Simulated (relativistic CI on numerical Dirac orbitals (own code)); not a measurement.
Slater and spin-orbit integrals, Li⁺

Computed by Dirac-Coulomb-Breit CI, orbitals from a KLI potential per configuration, QED by a radiative potential, valence Slater integrals scaled by 0.85, P86 correlation energy added to each configuration (own radial code, finite nucleus).

Slater integrals F^k, G^k are unscaled and averaged over j, outside the closed core (none); ζ comes from projecting the Hamiltonian with its Breit term on Σ l·s of the shell.

- 1s.2s: G^0(1s,2s) = 7917.2 cm⁻¹; <r>(1s) = 0.5094, <r^2>(1s) = 0.3494, <r>(2s) = 2.57, <r^2>(2s) = 7.691 (bohr units).
- 1s.2p: G^1(1s,2p) = 14236, ζ(2p) = 3.7628 cm⁻¹; <r>(1s) = 0.5086, <r^2>(1s) = 0.3482, <r>(2p) = 2.393, <r^2>(2p) = 6.944 (bohr units).
- 1s.3s: G^0(1s,3s) = 2054 cm⁻¹; <r>(1s) = 0.5043, <r^2>(1s) = 0.341, <r>(3s) = 6.086, <r^2>(3s) = 42.15 (bohr units).

In this model ζ of a weakly bound d, f or g electron outside closed shells comes out too small, for d by up to a factor of two or three and at times with the wrong sign; that of an outer p electron is too small as well.

For a near-neutral ion this model can misplace configurations by up to about 10,000 cm⁻¹ (more where the count of f electrons changes) and terms by 10 to 25 % of their spread. Rates follow the energies as ν³ (E1, M1) or ν⁵ (E2), so they and the lifetimes can be off by large factors. The fine structure of a lone outer electron comes out too small, for d and f at times inverted, and misplaced configurations move strength between like terms. 11 of the 11 excited levels that our extract of the measured tables holds in this range could be paired (the sources list more); they are missed by 5366 cm⁻¹ on average and 5928 at most, and levels without a partner can miss by more.

Averages of the first 10 configurations, taken without configuration mixing, which lowers the lowest level and can move excited configurations by several eV; other configurations of the list can lie among them:

```
Configuration  Parity  States  Average energy above the lowest level (eV)
          1s2    even       1                                         0.0
        1s.2s    even       4                                        58.7
        1s.2p     odd      12                                        60.8
        1s.3s    even       4                                        68.2
        1s.3p     odd      12                                        68.8
        1s.3d    even      20                                        68.8
        1s.4s    even       4                                        71.4
        1s.4p     odd      12                                        71.6
        1s.4d    even      20                                        71.6
        1s.4f     odd      28                                        71.9
```
